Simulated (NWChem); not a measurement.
# LaF$_{2}$ cation; SMILES [F][La+][F]

```xyz
3

La     0.0000     0.0000    -0.2857
F      1.6830     0.0000     0.9047
F     -1.6830     0.0000     0.9047
```
Atoms are numbered in this order, from 1.

The geometry was optimised at PBE0/def2-SVP. This spin state was assumed; another may lie lower. B3LYP is NWChem's, with the RPA form of VWN correlation. def2 effective core potentials on La; no spin-orbit coupling.

Symmetry labels are those of C2v in the frame above (b1 and b2, or b-type labels, depend on it).

List the 4 lowest vertical singlet excitations and the 4 lowest triplet ones from B3LYP/def2-SVPD with def2 effective core potentials on La, full TDDFT (NWChem).


| state | energy (eV) | oscillator strength | symmetry | leading excitation (squared amplitude) |
|---|---|---|---|---|
| S1 | 6.54 | 0.001 | b1 | HOMO → LUMO (0.97) |
| S2 | 6.75 | 0.000 | a1 | HOMO−1 → LUMO (0.97) |
| S3 | 6.83 | 0.000 | a2 | HOMO → LUMO+1 (0.99) |
| S4 | 6.95 | 0.006 | b2 | HOMO−2 → LUMO (0.97) |
| T1 | 6.48 | spin-forbidden | b1 | HOMO → LUMO (0.97) |
| T2 | 6.62 | spin-forbidden | a1 | HOMO−1 → LUMO (0.92) |
| T3 | 6.72 | spin-forbidden | a2 | HOMO → LUMO+1 (0.97) |
| T4 | 6.83 | spin-forbidden | b2 | HOMO−1 → LUMO+1 (0.80) |
